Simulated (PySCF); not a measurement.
A calculated (BP86, PySCF 2.14, jorge-DZP-DKH, the spin-free X2C one-electron Hamiltonian (Gaussian nucleus)) atom or ion has these occupied shells.

| shell | electrons | orbital energy (eV) | rms radius, mean of both spins (bohr) |
| --- | --- | --- | --- |
| 1s α | 1 | -14187.3 | 0.0478 |
| 1s β | 1 | -14187.0 | 0.0478 |
| 2s α | 1 | -1904.0 | 0.199 |
| 2s β | 1 | -1903.9 | 0.199 |
| 2p α | 3 | -1689.2 | 0.177 |
| 2p β | 3 | -1688.9 | 0.177 |
| 3s α | 1 | -303.88 | 0.568 |
| 3s β | 1 | -303.50 | 0.568 |
| 3p α | 3 | -235.19 | 0.584 |
| 3p β | 3 | -234.76 | 0.584 |
| 3d α | 5 | -121.49 | 0.611 |
| 3d β | 5 | -120.97 | 0.611 |
| 4s α | 1 | -60.444 | 1.56 |
| 4s β | 1 | -57.037 | 1.56 |
| 4p α | 3 | -44.581 | 1.78 |

(1) Name the element and its charge.

Results:

(1) Kr³⁺ (krypton, charge +3), in [Ar] 3d10 4s2 4p3, high-spin 4S determinant.
